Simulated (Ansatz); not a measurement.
Calculated with Ansatz (gas phase, PBE0-D4/def2-TZVP geometries, no zero-point term in ΔE). CCSD(T)/CBS is the MP2 limit (def2-TZVPP, def2-QZVPP) plus CCSD(T) − MP2 in def2-TZVPP, frozen cores. This one scheme is used for every species, atoms too. DFT in def2-TZVPP. Open shells (•) are unrestricted, without spin–orbit coupling. Spin–orbit coupling would lower the free atoms: a little for Si; strongly for I. def2 core potentials past Kr. Bonds to I are less sure, by a few kJ/mol each and by 10 to 20 or more in all where they break to atoms, as the def2 sets lack core-valence functions. Each species was taken in one conformer, which may not be the lowest.

`N[SiH2]I` → 4 H• + I• + N• + Si•  (atomization)

```
          level  ΔE (kcal/mol)
        ωB97M-V          508.2
      CAM-B3LYP          505.5
CCSD/def2-TZVPP          484.8
 CCSD/CBS(def2)          503.9
```

(1) What does CCSD(T)/CBS give? (Estimate.)

Largest T1 diagnostic among the species: 0.012.

Answers

(1) Computed: +511.1 kcal/mol. The listed levels differ from it by -2.9, -5.6, -26.3, -7.2 kcal/mol.

Leaving LDA and LC-ωPBE aside and taking each functional with its dispersion term where it has one, the values, not all of them listed here, spread over 14.4 kcal/mol, from BHLYP-D4 to ωB97X-V. LDA lies +66.0 kcal/mol from PBE without D4, its usual overbinding. From r2SCAN to r2SCAN0 (25 % exact exchange), in def2-TZVPP and without D4, ΔE moves by −6.5 kcal/mol: exact exchange takes away binding that semilocal exchange gives to molecules. The D4 term adds +5.6 kcal/mol with B3LYP and +2.9 kcal/mol with PBE0; it sums over pairs of atoms, weighted by their polarisabilities, and B3LYP, whose exchange is more repulsive, gets the larger term.

B3LYP here is the variant with VWN-RPA as its local correlation; programs differ in this.

For atomizations the MP2-based limit and the directly extrapolated one differ by several kJ/mol either way, and by 10 to 25 for some Ge, Se and Sn compounds, so smaller differences from it don't rank the levels.
